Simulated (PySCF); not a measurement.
# Spin-rotation constants: `CC[C@H](C#CC#N)C(F)F`, C7H7F2N

Cartesian coordinates in Å; atom numbers follow the order of the lines, from 1:
```xyz
17

C    -1.433   -1.438   -0.429
C    -1.295   -0.188    0.431
C    -0.084    0.661    0.004
C     1.155   -0.046    0.228
C     2.184   -0.638    0.444
C     3.341   -1.321    0.676
N     4.312   -1.901    0.877
C    -0.056    1.982    0.784
F     0.980    2.756    0.388
F    -1.178    2.697    0.535
H    -0.550   -2.067   -0.341
H    -2.298   -2.014   -0.110
H    -1.565   -1.174   -1.476
H    -2.194    0.424    0.339
H    -1.180   -0.472    1.480
H    -0.165    0.910   -1.063
H     0.021    1.840    1.873
```

Method used: GIAO BHandHLYP/pcSseg-1 magnetisability, rotational g tensor and spin-rotation constants, non-relativistic, gas phase (PySCF 2.14.0). Geometry: GFN2-xTB.

**Question.** Give the nuclear spin-rotation constants along the inertial axes (H = +C I·J) beside the isotropic shieldings.

**Answer.** Rotational constants 1.7770, 0.7309, 0.5359 GHz. A star marks the isotopologue with that one atom substituted, in its own axes.
| atom | isotope | Caa (kHz) | Cbb (kHz) | Ccc (kHz) | mean (kHz) | σ (ppm) |
| --- | --- | --- | --- | --- | --- | --- |
| N7 | 14N | 0.031 | 0.170 | 0.127 | 0.109 | -42.9 |
| F9 | 19F | 0.912 | 0.708 | 0.629 | 0.750 | 317.1 |
| F10 | 19F | 1.446 | 0.519 | 0.543 | 0.836 | 323.9 |
| H11 | 1H | 0.037 | -0.075 | -0.063 | -0.034 | 30.4 |
| H12 | 1H | -0.183 | -0.011 | -0.045 | -0.080 | 30.5 |
| H13 | 1H | -0.193 | -0.078 | 0.003 | -0.089 | 30.9 |
| H14 | 1H | 0.039 | -0.076 | -0.061 | -0.033 | 30.0 |
| H15 | 1H | -0.194 | -0.080 | 0.006 | -0.089 | 30.5 |
| H16 | 1H | -0.209 | -0.080 | 0.017 | -0.090 | 29.2 |
| H17 | 1H | -0.179 | -0.072 | 0.034 | -0.072 | 26.1 |
| C1 | 13C* | 0.253 | 0.096 | 0.070 | 0.140 | 172.3 |
| C2 | 13C* | 0.275 | 0.116 | 0.080 | 0.157 | 160.0 |
| C3 | 13C* | 0.328 | 0.118 | 0.098 | 0.181 | 145.2 |
| C4 | 13C* | -0.014 | 0.272 | 0.202 | 0.153 | 99.3 |
| C5 | 13C* | 0.107 | 0.213 | 0.163 | 0.161 | 117.6 |
| C6 | 13C* | 0.018 | 0.304 | 0.227 | 0.183 | 73.6 |
| C8 | 13C* | 0.516 | 0.209 | 0.160 | 0.295 | 67.0 |

For the geometry as given, no vibrational averaging.
